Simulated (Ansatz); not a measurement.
Basis-set series for C4H8OSi, SMILES `C#C[SiH](C)OC`. The species carries charge 0 and has multiplicity 1. Geometry: relaxed with PBE0-D4/def2-TZVP. It is one conformer, not always the lowest.

```json
{"functional": "PBE0-D4", "basis": "def2-TZVPP", "functions": "309", "energy (Eh)": "-521.65331", "HOMO (eV)": "-8.05", "LUMO (eV)": "-0.12"}
{"functional": "PBE0-D4", "basis": "def2-QZVPP", "functions": "595", "energy (Eh)": "-521.67663", "HOMO (eV)": "-8.07", "LUMO (eV)": "-0.19"}
{"functional": "ωB97M-V", "basis": "def2-TZVPP", "functions": "309", "energy (Eh)": "-521.92694", "HOMO (eV)": "-10.31", "LUMO (eV)": "1.86"}
{"functional": "ωB97M-V", "basis": "def2-QZVPP", "functions": "595", "energy (Eh)": "-521.94872", "HOMO (eV)": "-10.33", "LUMO (eV)": "1.69"}
```

(1) Give the rows for def2-SVP. (An estimate is asked.)

Results:

(1) Computed: 
```tsv
functional	basis	functions	energy (Eh)	HOMO (eV)	LUMO (eV)
PBE0-D4	def2-SVP	128	-521.27931	-7.95	0.14
ωB97M-V	def2-SVP	128	-521.54078	-10.21	2.25
```

Positive LUMOs are unbound and depend on the basis.
